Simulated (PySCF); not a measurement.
Run record: geometry optimisation, 3-methoxybenzyl alcohol, `COc1cccc(CO)c1`.

Method: PBE0-D3(BJ)/def2-SVP geometry optimisation, gas phase (PySCF 2.14.0). Start geometry: GFN2-xTB. A driver script takes a list of jobs; this job's settings line and coordinates (Å) are shown.

Command:
```bash
OMP_NUM_THREADS=1 python probes_run.py task.json out
```

Input:
```
{"job": {"xc": "PBE0", "basis": "def2-SVP", "d3": "d3bj", "grid": 1, "shake": 0.01, "kind": "geom"}, "charge": 0, "multiplicity": 1}
C      3.311130    -0.774450     0.466280
O      1.956660    -1.214850     0.428890
C      0.942540    -0.305680     0.234040
C      1.177460     1.067530     0.082870
C      0.039160     1.877920    -0.111970
C     -1.238780     1.366650    -0.136340
C     -1.416630    -0.009380     0.024680
C     -2.798790    -0.584910    -0.071180
O     -3.309000    -0.575730    -1.372000
C     -0.332010    -0.831940     0.214860
H      3.897150    -1.636530     0.627460
H      3.460000    -0.043620     1.291110
H      3.545290    -0.265360    -0.493600
H      2.112170     1.507550     0.116910
H      0.188100     2.936500    -0.221100
H     -2.089210     2.017880    -0.277870
H     -2.818500    -1.602560     0.333980
H     -3.531290     0.020140     0.512540
H     -2.675070    -1.045190    -1.953300
H     -0.471400    -1.888560     0.333810
```

Output:
```
step   0  E = -460.44328279  max force = 0.063187
step   1  E = -460.45134179  max force = 0.015832
step   2  E = -460.45168265  max force = 0.006206
step   3  E = -460.45196312  max force = 0.006289
step   4  E = -460.45223253  max force = 0.002854
step   5  E = -460.45236186  max force = 0.001999
step   6  E = -460.45255812  max force = 0.001422
step   7  E = -460.45288353  max force = 0.005255
step   8  E = -460.45318885  max force = 0.004147
step   9  E = -460.45345469  max force = 0.001613
step  10  E = -460.45363910  max force = 0.001260
step  11  E = -460.45375298  max force = 0.001030
step  12  E = -460.45378395  max force = 0.000459
step  13  E = -460.45378269  max force = 0.000188
optimisation converged
```

Energies in Eh; «max force» is the largest Cartesian gradient component in Eh/bohr.

Question: How much energy does the optimisation release, in kJ/mol?

Answer: E(step 0) − E(last step) = 0.010500 Eh, which is 27.6 kJ/mol.

Summary of the converged run: final energy -460.45378 Eh after 13 steps; dipole 2.46 D.

Question: Estimate the wall time. Hardware: one thread, AMD EPYC (x86_64), on a shared host. And the peak memory of the process?

Answer: About 8.9 min, with 0.79 GiB resident at the peak, the Python interpreter and its libraries included.
Labels such as C1 count atoms from 1, the log's own numbers from 0.
